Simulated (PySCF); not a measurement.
**Broadened absorption spectrum of C4H11FSi2**

C4H11FSi2.
SMILES: `C=C(F)C[Si@@H](C)[SiH3]`

Method: PySCF 2.14.0, density-fitted response routines, TDDFT B3LYP/def2-SVPD, vertical, gas phase, core orbitals frozen in the response. The structure is a single GFN2-xTB conformer in the gas phase; no vibrational or solvent corrections. Torsions of this conformer, `[CH2:1]=[C:2]([F:3])[CH2:4][Si@@H:5]([CH3:6])[SiH3:7]`: C1–C2–C4–Si5 106°, C2–C4–Si5–C6 -173°.

Each state is given a Gaussian of 0.4 eV full width at half maximum, with ε(max) = 2.175×10⁸ f / Δν̃ (Δν̃ the width in cm⁻¹). The width is an assumption, not a result. The curve ends short of the highest state used, and states not computed would add to its high-energy end.

```
E (eV)  ε (L mol⁻¹ cm⁻¹)
  5.39                 2
  5.43                 4
  5.48                11
  5.52                23
  5.57                49
  5.61                86
  5.66               161
  5.70               249
  5.75               399
  5.79               548
  5.84               756
  5.88               923
  5.93              1106
  5.97              1218
  6.02              1313
  6.06              1375
  6.11              1492
  6.15              1680
  6.20              2132
  6.24              2740
  6.29              3875
  6.33              5095
  6.38              6947
  6.42              8573
  6.47             10539
  6.51             11840
  6.56             12847
  6.60             13023
  6.65             12435
  6.69             11438
```

Question: Locate the maxima and give the states behind the curve.

Answer: 188 nm (6.59 eV), ε about 13000, made up of S3 (10%) and S4 (89%) (ε in L mol⁻¹ cm⁻¹; maxima over ε = 5, shares over 10%). The states used: S1 5.99 eV (f 0.012); S2 6.04 eV (f 0.0056); S3 6.43 eV (f 0.031); S4 6.60 eV (f 0.172); S5 7.00 eV (f 0.025); S6 7.04 eV (f 0.019); S7 7.15 eV (f 0.047); S8 7.29 eV (f 0.0029).

Question: What would ε be at 6.59 eV, the highest of these maxima, with half the width (0.2 eV)?

Answer: About 23500 L mol⁻¹ cm⁻¹ against 13000, a factor of about 1.8; a lone state at its own centre would give exactly 2.

Question: On this curve, what absorbance would a 10⁻³ mol/L sample give at 193 nm over a 1 cm path?

Answer: 193 nm is 6.424 eV, where ε is about 8700 L mol⁻¹ cm⁻¹, so A = ε c l ≈ 8.7 (Beer–Lambert, with the gas-phase spectrum and the assumed width).

Question: Coming from long wavelengths, where does ε first pass 100 L mol⁻¹ cm⁻¹?

Answer: At about 221 nm (5.62 eV), 0.36 eV below S1.
